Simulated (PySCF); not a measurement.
CH₁₁NSi₄, SMILES C(/[SiH]([SiH3])[SiH3])=N/[SiH3].

Coordinates come from a r2SCAN-D4/def2-SVP optimisation. The structure was generated by enumeration; whether it is a known compound was not checked. The values are those of a single conformer.

Two levels are set side by side: PBE/def2-TZVP (PySCF) and ωB97X/def2-TZVP (PySCF). Same geometry, gas phase. Differences are taken from unrounded values.

```csv
quantity,PBE
orbital gap (eV),2.66
highest occupied level (eV),-5.36
lowest empty level (eV),-2.70
dipole moment (D),1.26
```

**Question.** These are the PBE values. What does ωB97X give? (Estimate from the structure and the level; the computed values follow.)

**Answer.** 
```json
[
 {"quantity": "orbital gap (eV)", "ωB97X": "9.31", "PBE minus ωB97X": "-6.66"},
 {"quantity": "highest occupied level (eV)", "ωB97X": "-8.90", "PBE minus ωB97X": "3.55"},
 {"quantity": "lowest empty level (eV)", "ωB97X": "0.41", "PBE minus ωB97X": "-3.11"},
 {"quantity": "dipole moment (D)", "ωB97X": "1.53", "PBE minus ωB97X": "-0.27"}
]
```

PBE's occupied levels lie high since its potential decays too fast outside the molecule; exact exchange lowers them and widens the gap. Differences between two approximate levels are no errors against the true value.

Rough cost on one machine, each run with all the roots and properties that it gave: ωB97X against PBE within a factor of 2.
